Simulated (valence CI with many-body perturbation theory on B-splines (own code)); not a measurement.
**Ir XXXIX: magnetic and hyperfine properties of the levels**

Computed by valence CI with perturbative core correlation (CI+MBPT): three valence electrons over a frozen Dirac-Fock core [Kr], a basis of 7 s, 7 p, 8 d, 6 f, 4 g, 1 h functions for each j, with the one-electron correlation potential Σ1, the two-electron term Σ2, the three-electron term Σ3, Breit, model QED; selected CI, second order for the rest, scaled by the run's own slope (own B-spline code, finite nucleus).

No measured spectrum was set against this ion. As an estimate, large intervals hold to a few tenths of a per cent, small ones and those within an open d or f shell to about a per cent. The list stops below the first excitations out of the core.

A/g_I is the dipole constant over the nuclear g factor μ/I (μ in nuclear magnetons, uniformly magnetised nucleus), B/Q the quadrupole constant per barn. Both hold the static response of the core; the bare values leave it out. Large factors of s and p1/2 electrons are usually good to 5 to 10 %; those of open d and f shells near neutrality can be off by tens of per cent, and small factors of p3/2, d and f electrons come from cancelling terms and can be off by a factor of two or in sign, in half-filled shells by more. B is blank for J = 1/2, where it vanishes, and for nearly pure S terms. Energies count from the lowest level.

Levels are named by their leading jj configuration (3d3/2^4 stands for four electrons in 3d with j = 3/2), which in mixed levels can hold well under half, so a name can repeat and another be missing. Letters in brackets count levels of one name in rising energy.

```csv
Level,E (cm⁻¹),g,A/g_I (MHz),A/g_I bare,B/Q (MHz/b),B/Q bare
(4d3/2^3) J=3/2,0,0.703,32300,31100,-19700,-19100
(4d3/2^2 4d5/2) J=5/2 [a],155660,1.054,18000,17800,-10500,-10200
(4d3/2^2 4d5/2) J=3/2,175700,1.193,14100,14300,-4430,-4270
(4d3/2^2 4d5/2) J=7/2,189240,1.050,19500,19300,7420,7120
(4d3/2^2 4d5/2) J=9/2,191490,1.045,20200,20000,22700,21800
(4d3/2^2 4d5/2) J=1/2,193020,1.844,-15700,-13600,,
(4d3/2^2 4d5/2) J=5/2 [b],263790,1.275,11000,11400,33100,31900
(4d3/2 4d5/2^2) J=7/2 [a],342000,1.112,14600,14600,-1690,-1650
(4d3/2 4d5/2^2) J=9/2,357350,1.138,15100,15200,6560,6250
(4d3/2 4d5/2^2) J=3/2 [a],371630,1.124,17000,17000,-20300,-19600
(4d3/2 4d5/2^2) J=1/2,381280,1.484,-6600,-5500,,
(4d3/2 4d5/2^2) J=5/2 [a],386840,1.271,5220,5700,26200,25300
(4d3/2 4d5/2^2) J=11/2,389540,1.086,17200,17100,43100,41600
(4d3/2 4d5/2^2) J=5/2 [b],412970,1.100,18200,18100,-9340,-9010
(4d3/2 4d5/2^2) J=7/2 [b],417280,1.094,17700,17600,8750,8500
(4d3/2 4d5/2^2) J=3/2 [b],478040,0.913,28000,27400,26100,25200
(4d5/2^3) J=9/2,542140,1.158,12300,12400,3840,3710
(4d5/2^3) J=3/2,586060,1.110,13700,13700,3100,2980
(4d5/2^3) J=5/2,620030,1.164,12300,12500,3650,3530
```

(1) Take the isotope of mass number 193, with I = 3/2, μ = 0.163 μN and Q = 0.751 b. What is the hyperfine structure of (4d3/2^2 4d5/2) J=9/2?

Answers

(1) From the table A = 2190 MHz, B = 17100 MHz. Shifts from the centre of gravity in MHz: F = 3: -10200, F = 4: -12900, F = 5: -5480, F = 6: 19100.
